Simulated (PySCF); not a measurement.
C6H10F4.
Numbering: `[F:1][CH2:2][CH2:3][CH2:4][CH2:5][CH2:6][C:7]([F:8])([F:9])[F:10]` (hydrogens: H11, H12 on C2; H13, H14 on C3; H15, H16 on C4; H17, H18 on C5; H19, H20 on C6)

Jobs on this species (20 atoms, 82 electrons) with PySCF (density fitting). Hardware of each: one thread, Intel Xeon at 2.50 GHz (x86_64), shared host. The host was shared with other jobs, so the times are rough. Peak memory is the resident size of the whole Python process, interpreter and libraries included.

```json
{"level and settings": "PBE0/pcSseg-1, IEF-PCM chloroform", "work": "shieldings, charges and field gradients", "basis functions": "220", "SCF cycles": "?", "wall time": "?", "peak memory": "?"}
{"level and settings": "PBE0/pcSseg-1, IEF-PCM tetrahydrofuran", "work": "shieldings", "basis functions": "220", "SCF cycles": "12", "wall time": "1.7 min", "peak memory": "1.2 GiB"}
{"level and settings": "PBE0-D3(BJ)/def2-SVP, grid level 1", "work": "geometry optimisation from a GFN2-xTB start shaken at random", "basis functions": "190", "SCF cycles": "75", "wall time": "9.2 min", "peak memory": "0.84 GiB"}
```

Question: Fill in the missing figures.

Answer: 
- PBE0/pcSseg-1, IEF-PCM chloroform; shieldings, charges and field gradients: 1.8 min, 1.2 GiB, 12 SCF cycles

Question: What do all jobs in the table cost together?

Answer: About 13 min; the longest takes about 72 % of that, and about 5.4 times as long as the shortest.
